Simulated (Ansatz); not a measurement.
Isolated molecules relaxed with PBE0-D4/def2-TZVP in Ansatz; ΔE leaves out vibrations. CCSD(T)/CBS adds triple-zeta CCSD(T) − MP2 to the extrapolated MP2 energy (def2 sets, frozen cores). DFT in def2-TZVPP. B3LYP here is the variant with VWN-RPA as its local correlation; programs differ in this. def2 core potentials past Kr. For I outer-core shells are correlated without core-valence functions, which leaves a few kJ/mol of doubt a bond. One conformer a species, not always the lowest.

`C=[CH][Al]([CH3])[SiH3]` + `ClCI` → `[SiH3]C(Cl)I` + `C=[CH][AlH][CH3]`  (formal exchange of groups at the Si–Al bond)

`C=[CH][Al]([CH3])[SiH3]`:

Z-matrix (Å, degrees):
```
C
Al 1 1.954
H 1 1.092 2 113.5
H 1 1.096 2 110.5 3 121.2
H 1 1.096 2 110.6 3 -121.3
C 2 1.945 1 120.8 3 179.4
Si 2 2.465 1 123.1 3 -0.6
C 6 1.336 2 120.7 1 -180.0
H 6 1.091 2 122.9 1 0.0
H 7 1.494 2 112.0 1 -120.6
H 7 1.494 2 111.9 1 120.3
H 7 1.492 2 112.8 1 -0.1
H 8 1.089 6 123.1 2 180.0
H 8 1.089 6 121.8 2 0.0
```

`ClCI`:

```xyz
5

Cl    1.709   -0.244   -0.092
C    -0.041   -0.134   -0.137
I    -0.852    1.301    1.221
H    -0.464   -1.094    0.139
H    -0.352    0.171   -1.130
```

`[SiH3]C(Cl)I`:

```xyz
8

Si   -0.910   -0.140   -0.372
C     0.758    0.299    0.402
Cl    1.786    1.112   -0.785
I     1.657   -1.494    1.174
H    -0.667   -1.085   -1.485
H    -1.765   -0.756    0.673
H    -1.536    1.110   -0.874
H     0.678    0.955    1.266
```

`C=[CH][AlH][CH3]`:

Cartesian coordinates in Å:
```
C 0.551 0.984 -1.562
C 1.028 -0.185 -1.123
Al 0.319 -1.007 0.491
C -1.106 -0.086 1.460
H -0.243 1.513 -1.038
H 0.920 1.477 -2.460
H 1.823 -0.637 -1.717
H 0.903 -2.400 0.991
H -1.980 0.077 0.821
H -1.437 -0.641 2.340
H -0.779 0.904 1.797
```

(1) Is it downhill or uphill in electronic energy at CCSD(T)/CBS, and by how much? (An estimate is asked.)

(2) What do these levels give: B3LYP-D4, ωB97X-V, B3LYP, HF/def2-TZVPP, MP2/def2-TZVPP, SCS-MP2/def2-TZVPP? (Estimate.)

Largest T1 diagnostic among the species: 0.012.

Results:

(1) The calculation gave: Uphill: ΔE = +10.0 kJ/mol.

(2) Computed: B3LYP-D4 14.0, ωB97X-V 14.2, B3LYP 20.1, HF/def2-TZVPP 13.7, MP2/def2-TZVPP 2.7, SCS-MP2/def2-TZVPP 4.2 kJ/mol.

The D4 term adds −6.0 kJ/mol with B3LYP and −2.7 kJ/mol with PBE0; it sums over pairs of atoms, weighted by their polarisabilities, and B3LYP, whose exchange is more repulsive, gets the larger term.
